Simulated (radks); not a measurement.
Values are calculated unless marked as measured or tabulated.
Problem. Radial electron density D(r) = 4 pi r^2 rho(r) of an atom or ion with 17 electrons. Level of theory: non-relativistic Kohn-Sham, TPSS, spin-polarised, spherical densities, point nucleus; meta-GGA in the generalised Kohn-Sham scheme (a radial shooting solver on a logarithmic mesh with Libxc functionals).

r (bohr),D(r) (e/bohr),spin D(r)
0.009287,2.984,0.0000570
0.01047,3.636,0.0000745
0.01181,4.405,0.0000985
0.01331,5.306,0.000132
0.01501,6.347,0.000180
0.01692,7.533,0.000248
0.01908,8.864,0.000347
0.02151,10.33,0.000492
0.02426,11.91,0.000705
0.02735,13.56,0.00102
0.03083,15.22,0.00149
0.03477,16.84,0.00217
0.0392,18.30,0.00317
0.0442,19.53,0.00462
0.04983,20.41,0.00668
0.05618,20.85,0.00960
0.06335,20.80,0.0136
0.07142,20.26,0.0191
0.08053,19.27,0.0264
0.0908,17.99,0.0358
0.1024,16.62,0.0474
0.1154,15.42,0.0614
0.1291,14.68,0.0763
0.1456,14.51,0.0933
0.1641,15.06,0.110
0.1851,16.28,0.124
0.2086,17.91,0.133
0.2352,19.55,0.134
0.2652,20.74,0.124
0.2991,21.05,0.103
0.3372,20.22,0.0734
0.3802,18.25,0.0399
0.4286,15.40,0.0107
0.4833,12.12,-0.00360
0.5449,8.988,0.00797
0.6144,6.496,0.0531
0.6927,4.954,0.133
0.781,4.390,0.244
0.8806,4.559,0.366
0.9929,5.048,0.478
1.119,5.447,0.554
1.262,5.460,0.575
1.423,5.030,0.540
1.605,4.249,0.463
1.809,3.279,0.362
2.04,2.296,0.257
2.3,1.448,0.162
2.593,0.8226,0.0907
2.924,0.4217,0.0448
3.297,0.1943,0.0196
3.717,0.07927,0.00747
4.191,0.02811,0.00240
4.725,0.008494,0.000630
5.327,0.002146,0.000129

What is the nuclear charge?

Solution. Z = 18. The innermost maximum, from 1s, lies near 1/Z = 0.0556 bohr (found: 0.0589), and its height grows with Z. The density is that of the argon ion Ar+ in [Ne] 3s2 3p(up 2.875, down 2.125); the configuration itself is not fixed sharply by these data, and Z only to about a unit. D(r) has 3 maxima, at r = 0.0589, 0.292, 1.19 bohr, and minima at 0.141, 0.800 bohr, inside which lie 2.16, 10.34 electrons.
